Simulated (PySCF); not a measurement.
CH5FOSi2, SMILES F[Si@H]1CO[SiH2]1. The structure is a stationary point at PBE0-D3(BJ)/def2-SVP. The structure was generated by enumeration; whether it is a known compound was not checked.

### Question
Give the equilibrium geometry at PBE0-D3(BJ)/def2-SVP (PySCF confirms it by a frequency run) as a Z-matrix. (The exact figures need the calculation; the answer reports its results.)

### Answer

```
Si
F 1 1.6304
H 1 1.4927 2 106.31
C 1 1.9189 3 115.89 2 -129.73
H 4 1.1035 1 115.72 3 8.88
H 4 1.1052 5 107.49 1 -127.32
O 4 1.4355 5 109.89 6 -121.03
Si 7 1.6994 4 108.28 5 -133.78
H 8 1.4930 7 111.72 4 130.18
H 8 1.4946 9 108.48 7 -125.88
```
Charge 0, spin multiplicity 1.
